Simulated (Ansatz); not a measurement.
A made-up structure of AlBSiH$_{3}$O (charge +1), singlet:

```xyz
7
angstrom
B -2.1671 -1.4850 -0.4956
Si 1.4030 1.3588 0.5728
O 0.5258 -0.0101 -0.1140
Al -0.0644 -1.2886 -0.8039
H -3.0751 -2.2107 -0.7689
H 1.8872 1.0825 1.8788
H 1.4381 2.4690 -0.3118
```

It is relaxed with PBE-D4/def2-SVP and then PBE0-D4/def2-TZVP (Ansatz 0.2.0). Atoms count as bonded within 1.22 times the sum of their covalent radii (H–H: 0.88 Å). The end point is not checked to be a true minimum.

(1) Does its bonding change? (A judgement: the text doesn't fix the answer.)

## Answers

(1) By the calculation: No: no bond forms or breaks.

Where it ends: The first stage lowers the energy by 1.03 eV in 9 steps. It ends as AlBSiH₃O ([BH][Al][O][SiH2]), total charge +1:
```
atom    x (Å)    y (Å)    z (Å)
  B1  -2.2770  -1.5073  -0.4872
 Si2   1.3649   1.2996   0.5430
  O3   0.5554   0.1137  -0.0421
 Al4  -0.1431  -1.3431  -0.8218
  H5  -3.0868  -2.3193  -0.8352
  H6   1.9859   1.1598   1.8685
  H7   1.5484   2.5126  -0.2677
```

Labels in which every atom is bracketed show which atoms are joined, not bond orders.

For scale, one of the runs: PBE0-D4/def2-TZVP relaxation, 154 basis functions, launched by `ansatz run in.yaml --threads 2 --pin off --events-out ev --progress --plain --max-ram 4352MiB`. The run took about 27 s on 2 CPU threads of an Arm Neoverse V1 (shared host).
